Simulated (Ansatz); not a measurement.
One change: `BBCCCl` becomes `CCCCCl`.

Ansatz, PBE0-D4/def2-TZVP geometries, multiplicity 1. Each molecule was computed in one conformer, which needn't be the lowest.

| property | `BBCCCl` |
| --- | --- |
| HOMO–LUMO gap (ωB97M-V/def2-TZVPP) / eV | 10.66 |
| HOMO–LUMO gap (PBE0/def2-TZVPP) / eV | 6.44 |
| HOMO–LUMO gap (B3LYP/def2-TZVPP) / eV | 5.97 |
| LUMO energy (PBE/def2-TZVPP) / eV | -2.87 |
| HOMO energy (ωB97M-V/def2-TZVPP) / eV | -10.61 |
| LUMO energy (PBE0/def2-TZVPP) / eV | -1.88 |

Give the same properties after the change, and the shifts. (An estimate is asked.)

Ansatz gave: 
```json
{"property": "HOMO–LUMO gap (ωB97M-V/def2-TZVPP) / eV", "`CCCCCl`": "13.13", "shift": "2.47"}
{"property": "HOMO–LUMO gap (PBE0/def2-TZVPP) / eV", "`CCCCCl`": "9.19", "shift": "2.75"}
{"property": "HOMO–LUMO gap (B3LYP/def2-TZVPP) / eV", "`CCCCCl`": "8.62", "shift": "2.65"}
{"property": "LUMO energy (PBE/def2-TZVPP) / eV", "`CCCCCl`": "-0.11", "shift": "2.76"}
{"property": "HOMO energy (ωB97M-V/def2-TZVPP) / eV", "`CCCCCl`": "-10.54", "shift": "0.07"}
{"property": "LUMO energy (PBE0/def2-TZVPP) / eV", "`CCCCCl`": "0.97", "shift": "2.85"}
```

With PBE0 the HOMO rises by 0.10 eV and the LUMO rises by 2.85 eV, so the gap widens by about 2.75 eV. PBE moves the HOMO by 0.14 eV and ωB97M-V by 0.07 eV.

B3LYP here is the variant with VWN-RPA as its local correlation; programs differ in this.
